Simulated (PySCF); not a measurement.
# TeSCl₂, singlet: data card

Method: PBE0 in PySCF with Te def2-TZVP with ECP28, S def2-TZVP, Cl def2-TZVP; scalar-relativistic core potentials, no spin–orbit coupling; density-fitted integrals.

The structure is a minimum.

```xyz
4
charge 0 multiplicity 1, angstrom
Te    0.0003   -0.4529    0.0000
S    -2.1242    0.0487    0.0000
Cl    0.9712    0.8154    1.7421
Cl    0.9712    0.8154   -1.7421
```

* Point group: Cs
* Bond lengths: Te–Cl 2.364 Å (×2), Te–S 2.183 Å
* Bond angles: Cl–Te–Cl 95.0°, Cl–Te–S 106.0° (×2)
* Atomisation energy without zero-point energy: 823 kJ/mol
* Zero-point energy: 9.6 kJ/mol
* Principal quadrupole moments (Buckingham, traceless) about the centre of mass: -2.76, -1.27, 4.04 D Å
* Highest occupied level: -7.79 eV
* Entropy at 298.15 K and 1 bar: 346.1 J/(mol K)
* Rotational symmetry number: 1
* Heat capacity Cp at 298.15 K: 75.8 J/(mol K)
* Dipole moment: 2.33 D
* Principal polarisabilities: 57.4, 83.1, 103.8 bohr³
* Rotational constants: 0.06291, 0.05947, 0.03831 cm⁻¹
* Enthalpy at 298.15 K above 0 K: 17.70 kJ/mol
* Lowest empty level: -3.02 eV

Harmonic modes (masses in u: Te 129.906, S 31.972, Cl 34.969):
| symmetry | ω (cm⁻¹) | IR (km/mol) | type |
| --- | --- | --- | --- |
| a' | 118 | 1.0 | bend |
| a'' | 133 | 0.3 | bend |
| a' | 159 | 4.1 | bend |
| a'' | 327 | 80.3 | stretch |
| a' | 347 | 68.8 | stretch |
| a' | 514 | 48.4 | stretch |

Charges (e):
```json
{"atom": "Te1", "Mulliken": "0.84", "Löwdin": "0.29", "polar tensor": "1.57", "Mayer order to Te1": "–"}
{"atom": "S2", "Mulliken": "-0.34", "Löwdin": "-0.15", "polar tensor": "-0.46", "Mayer order to Te1": "1.93"}
{"atom": "Cl3,4", "Mulliken": "-0.25", "Löwdin": "-0.07", "polar tensor": "-0.55", "Mayer order to Te1": "0.97"}
```

Mulliken populations on Te1 (electrons outside its core potential): s 3.83, p 8.81, d 10.44, f 0.08.

Outer orbital energies (eV). occupied: -11.91, -11.14, -10.00, -9.77, -9.45, -9.01, -8.08, -7.79; empty: -3.02, -2.90, -1.17, 2.91.

Counting electrons, tellurium keeps 2 of its valence electrons outside its bonds, so the VSEPR class is AX3E1 and the expected shape is trigonal pyramidal; with unlike ligands the computed point group is Cs.

This need not be the most stable arrangement of these atoms.

The final relaxation and frequency run took 65 s on 4 threads of a shared Arm Neoverse V2 host, with 161 basis functions and 16 gradients; the process peaked at 1.6 GiB. Launch command: `OMP_NUM_THREADS=4 python axn.py task.json out`.
